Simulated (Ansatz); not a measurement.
Basis sets compared for the cluster MgTe2 (the lowest singlet isomer of a short search). The state is a singlet with charge 0. Geometry PBE-D4/def2-TZVP. Ansatz on 4 threads of Arm Neoverse V2 on a shared host; times are rough, and most runs start from earlier orbitals.

```xyz
3

Mg   -0.9677    1.0299   -0.0807
Te   -0.4057   -1.2794    0.9519
Te    1.3734    0.2496   -0.8712
```

In the def2 sets Te takes a core potential, while STO-3G treats all electrons; there is no spin–orbit coupling. The structure comes from a short search, and lower isomers may exist.

STO-3G and 6-31G are all-electron sets without relativity, so their totals don't compare with the def2 sets.

Binding counts from free atoms (Mg singlet, Te triplet) in the same basis, without a counterpoise term.

| level | functions | energy (Eh) | HOMO (eV) | LUMO (eV) | binding per atom (eV) | wall time |
| --- | --- | --- | --- | --- | --- | --- |
| HF/STO-3G | 63 | -13291.4583 | -3.91 | 4.04 | – | 0.35 s |
| HF/def2-TZVP | 132 | -733.6723 | -7.13 | -1.38 | – | 0.95 s |
| PBE-D4/def2-SVP | 70 | -735.9638 | -4.20 | -3.99 | 1.50 | 0.5 s |
| PBE-D4/def2-TZVP | 132 | -736.0578 | -4.32 | -4.01 | 1.53 | 0.75 s |
| r2SCAN-D4/def2-TZVP | 132 | -736.3717 | -4.47 | -3.79 | 1.47 | 1.7 s |
| PBE0-D4/def2-SVP | 70 | -736.0153 | -5.13 | -3.45 | 1.39 | 0.75 s |
| PBE0-D4/def2-TZVP (with forces) | 132 | -736.1080 | -5.21 | -3.44 | 1.43 | 1.5 s |

**Question.** Estimate the rows for PBE-D4/def2-TZVPD, r2SCAN-D4/def2-TZVPD, PBE0-D4/def2-TZVPD.

**Answer.** 
| level | functions | energy (Eh) | HOMO (eV) | LUMO (eV) | binding per atom (eV) | wall time |
| --- | --- | --- | --- | --- | --- | --- |
| PBE-D4/def2-TZVPD | 153 | -736.0585 | -4.33 | -4.01 | 1.53 | 1.2 s |
| r2SCAN-D4/def2-TZVPD | 153 | -736.3723 | -4.48 | -3.79 | 1.47 | 2.2 s |
| PBE0-D4/def2-TZVPD | 153 | -736.1086 | -5.22 | -3.45 | 1.44 | 1.4 s |
